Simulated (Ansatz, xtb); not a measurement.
**BH5O3S: which of two conformers lies lower**

Structure X is `O[BH2-][S+](O)O`, a singlet and structure Y is `O[BH2-][S+](O)O`, a singlet. Both are isolated molecules in the gas phase, relaxed with PBE0-D4/def2-SVP.

X (Å):

```yaml
atoms:
  - { symbol: B, position_ang: [-1.2149, -0.8654, 0.6272] }
  - { symbol: O, position_ang: [-2.4735, -1.0081, 1.1885] }
  - { symbol: O, position_ang: [-1.5923, 1.9811, 0.2120] }
  - { symbol: O, position_ang: [0.5326, 0.8094, -0.6539] }
  - { symbol: S, position_ang: [-1.0826, 0.7519, -0.7396] }
  - { symbol: H, position_ang: [-2.9867, -1.6904, 0.7499] }
  - { symbol: H, position_ang: [-0.7865, -1.7076, -0.1540] }
  - { symbol: H, position_ang: [-0.3717, -0.3358, 1.3575] }
  - { symbol: H, position_ang: [-1.6384, 2.7849, -0.3266] }
  - { symbol: H, position_ang: [0.7625, 0.3432, 0.1810] }
```

Y (Å):

```json
{"atom": "B", "x (Å)": "-0.9331", "y (Å)": "-1.5452", "z (Å)": "1.1695"}
{"atom": "O", "x (Å)": "-1.5240", "y (Å)": "-0.3975", "z (Å)": "1.8202"}
{"atom": "O", "x (Å)": "1.8235", "y (Å)": "-0.9682", "z (Å)": "1.4039"}
{"atom": "O", "x (Å)": "0.2181", "y (Å)": "0.8325", "z (Å)": "0.5037"}
{"atom": "S", "x (Å)": "0.6925", "y (Å)": "-0.6787", "z (Å)": "0.2502"}
{"atom": "H", "x (Å)": "-2.3952", "y (Å)": "-0.2191", "z (Å)": "1.4547"}
{"atom": "H", "x (Å)": "-1.5536", "y (Å)": "-1.9951", "z (Å)": "0.2190"}
{"atom": "H", "x (Å)": "-0.3751", "y (Å)": "-2.3416", "z (Å)": "1.8953"}
{"atom": "H", "x (Å)": "2.6801", "y (Å)": "-0.6725", "z (Å)": "1.0610"}
{"atom": "H", "x (Å)": "-0.5296", "y (Å)": "0.7093", "z (Å)": "1.1763"}
```

Energies in hartree; the thermal terms are from PBE0-D4/def2-SVP harmonic frequencies (ideal gas, rigid rotor, one conformer each, 298.15 K, 1 atm) and include the zero-point energy:

```
                              X           Y
E, CCSD(T)/def2-SVP  −650.214843  −650.222110
    E, MP2/def2-SVP  −650.153718  −650.161590
  E, MP2/def2-TZVPP  −650.854150  −650.862085
  zero-point energy     0.067969     0.068515
       H(298 K) − E     0.075772     0.075808
       G(298 K) − E     0.037384     0.038695
```

Correct the CCSD(T) difference for the basis set by the MP2 change, then work out ΔE, ΔE₀, ΔH and ΔG for X → Y in kcal/mol (1 Eh = 627.51 kcal/mol) and the equilibrium ratio [Y]/[X].

1. Differences Y − X: CCSD(T) −0.007267, MP2 in the small set −0.007872, MP2 in the large set −0.007935 Eh.
2. ΔE = −0.007267 + (−0.007935 − (−0.007872)) = −0.007330 Eh = −4.60 kcal/mol.
3. ΔE₀ = ΔE + ΔZPE = −0.007330 + (+0.000546) Eh = −4.26 kcal/mol.
4. ΔH = ΔE + (+0.000036) Eh = −4.58 kcal/mol.
5. ΔG = ΔE + (+0.001311) Eh = −3.78 kcal/mol, so ΔS = (ΔH − ΔG)/T = −11.2 J/(mol K).
6. kT = 0.9442 mEh, so K = [Y]/[X] = exp(−ΔG/kT) = exp(+6.37) ≈ 590.

Structure Y is favoured at this temperature. An error of 1 kcal/mol in ΔG would change K by a factor of 5.4. Mirror images and further conformers aren't counted.

Other levels gave ΔE = −5.3 (PBE0-D4/def2-SVP); −1.6 (HF/def2-SVP); −4.9 (MP2/def2-SVP); −4.6 (CCSD(T)/def2-SVP) kcal/mol. The correlated steps freeze 9 core orbitals. Programs: Ansatz 0.2.0.
